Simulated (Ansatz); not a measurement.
Species: HBF₂S, SMILES `FB(F)S` (F–B–S–H torsion 0°) (charge 0, multiplicity 1), formula HBF$_{2}$S.

Task: How many basis functions does frozen-core CCSD(T)/cc-pVTZ // B3LYP-D3(BJ)/def2-TZVP (Ansatz, a first-principles code) use, how many core orbitals are frozen, and how many electrons are correlated?

Result: 138 basis functions and 8 frozen orbitals, which leaves 24 correlated electrons. Core time is of the order of seconds.
